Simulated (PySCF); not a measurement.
# Identify the compound

Molecular formula: C7H10Cl2Si. Simulated spectra:

$^{1}$H NMR (400 MHz, computed): δ 6.21 (br s, 1H), 5.87 (br s, 1H), 5.40 (s, 1H), 2.90 (m, 1H), 2.90 (m, 1H), 2.64 (m, 1H), 2.43 (m, 1H), 2.14 (s, 3H).

$^{13}$C{$^{1}$H} NMR (computed): δ 158.7 (C), 152.9 (C), 150.1 (C), 136.8 (CH2), 41.7 (CH2), 29.0 (CH2), 25.1 (CH3).

Equivalent nuclei averaged, non-relativistic Hamiltonian, single conformer, no solvent. GFN2-xTB structure; PBE0/pcSseg-1 with gauge-including orbitals; PySCF 2.14.

Shifts are taken against calculated references (same method and geometry level): TMS for $^{1}$H (31.72 ppm), $^{13}$C (186.93 ppm).

Deduce the structure.

Answers


1. The formula gives 3 degrees of unsaturation (1 ring in the answer).
2. 7 carbon signals for 7 carbons: no two carbons are equivalent.
3. Carbon types of the structure: 3 × C, 3 × CH2, 1 × CH3, leaving 1 H on heteroatoms.
4. δC 158.7, 152.9, 150.1: fully substituted alkene carbon; as expected for a trigonal carbon in a double bond.
5. δC 136.8: terminal =CH2 carbon; as expected for a trigonal carbon in a double bond.
6. δC 41.7, 29.0: allylic sp3 CH2; saturated and bonded to C and H only.
7. δC 25.1: allylic methyl carbon; a saturated carbon with 1 carbon neighbour and no heteroatom attached.
8. δH 6.21, 5.87: hydrogen on a terminal =CH2 carbon; olefinic region.
9. δH 2.90, 2.90, 2.64, 2.43: hydrogen on an allylic sp3 CH2; allylic position.
10. δH 2.14: hydrogen on an allylic methyl carbon; allylic position.

Structure: `C=C(C)[Si@H](Cl)C1=C(Cl)CC1`.

The shifts were computed for this structure.

Carbons that carry Cl, above all several Cl atoms, come out too deshielded, partly because spin–orbit coupling is missing. Shifts are as computed. Against solution values, carbons near 30 ppm lie about +3 ppm off and those near 130 ppm about +5 ppm; carbons on Cl a further +6 ppm. Of 1211 compounds with measured shifts, 218 miss one by over three times the rms of a fit or turn the order of signals round; such compounds aren't used in these exercises. No couplings were computed; multiplicities are counted from neighbouring protons, with m where these are inequivalent, close in shift, in a saturated or five-membered ring or joined by F or P, and br s for small geminal =CH2 splittings.
